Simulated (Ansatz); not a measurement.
Total energies of In₃O₈H₇, a hydroxylated oxide cluster from Ansatz at PBE0-D4/def2-SVP, gas phase (1 Eh = 27.2114 eV = 2625.5 kJ/mol). The reference geometry is relaxed at PBE-D4/def2-SVP.

```
atom   x (Å)   y (Å)   z (Å)
 In1   1.023  -1.348   0.229
 In2  -1.561   0.235   1.377
 In3  -0.259   0.620  -1.596
  O4  -0.468   1.703  -3.282
  O5  -3.054   0.369   2.720
  O6  -1.153   1.934   0.098
  O7   0.992  -1.171  -2.021
  O8   1.419   0.818  -0.092
  O9  -1.052  -0.900  -0.301
 O10   2.217  -2.886   0.772
 O11   0.256  -0.590   2.197
 H12  -0.942   2.524  -3.039
 H13  -3.594   1.151   2.489
 H14  -0.310   2.316   0.427
 H15   1.850  -0.958  -2.440
 H16   2.295   0.956  -0.504
 H17   2.190  -3.537   0.042
 H18   0.151  -1.235   2.923
```

| state | geometry | energy (Eh) |
| --- | --- | --- |
| charge 0 singlet | reference | -1175.52678 |
| charge 1 doublet | reference | -1175.16855 |
| charge 1 doublet | relaxed at PBE-D4/def2-SVP | -1175.19086 |
| charge -1 doublet | reference | -1175.55531 |
| free In atom (doublet) | – | -190.10951 |
| free O atom (triplet) | – | -74.92490 |
| free H atom (doublet) | – | -0.50029 |

In the def2 sets In takes a core potential; there is no spin–orbit coupling.

Q: Work out the vertical ionisation energy to the doublet.

A: E(charge 1 doublet) − E(charge 0 singlet) = -1175.16855 − (-1175.52678) = 0.35823 Eh = 9.75 eV. For comparison, −ε of the highest occupied level is 8.15 eV at this level, 1.60 eV less.

Q: Work out the vertical electron affinity, to the doublet.

A: E(charge 0 singlet) − E(charge -1 doublet) = -1175.52678 − (-1175.55531) = 0.02853 Eh = 0.78 eV. The basis lacks diffuse functions, which makes affinities too small.

Q: Give the fundamental gap IE − EA, the Mulliken electronegativity (IE + EA)/2 and the hardness (IE − EA)/2.

A: From the values in Eh: IE − EA = 0.35823 − 0.02853 = 0.32970 Eh = 8.97 eV; (IE + EA)/2 = 5.26 eV; (IE − EA)/2 = 4.49 eV. The HOMO–LUMO gap of the same run is 5.95 eV, 3.02 eV smaller than the fundamental gap.

Q: How much does the charge 1 doublet relax, and what is the adiabatic ionisation energy?

A: Relaxation: -1175.16855 − (-1175.19086) = 0.02231 Eh = 0.61 eV. Adiabatic ionisation energy: 0.33592 Eh = 9.14 eV, without zero-point energy. 

Q: What is the binding energy per atom against free atoms?

A: Atoms: 3 × (-190.10951) + 8 × (-74.92490) + 7 × (-0.50029) = -1173.22976 Eh. Binding: -1173.22976 − (-1175.52678) = 2.29702 Eh = 62.51 eV, or 3.47 eV for each of 18 atoms (no zero-point energy, no counterpoise term).

At PBE0-D4/def2-SVP the highest occupied level of the charge -1 doublet lies above zero (up to 0.69 eV). By energy differences its removal costs 0.78 eV (vertical, to the charge 0 singlet, at PBE0-D4/def2-SVP); self-interaction error and the lack of diffuse functions both raise the level.
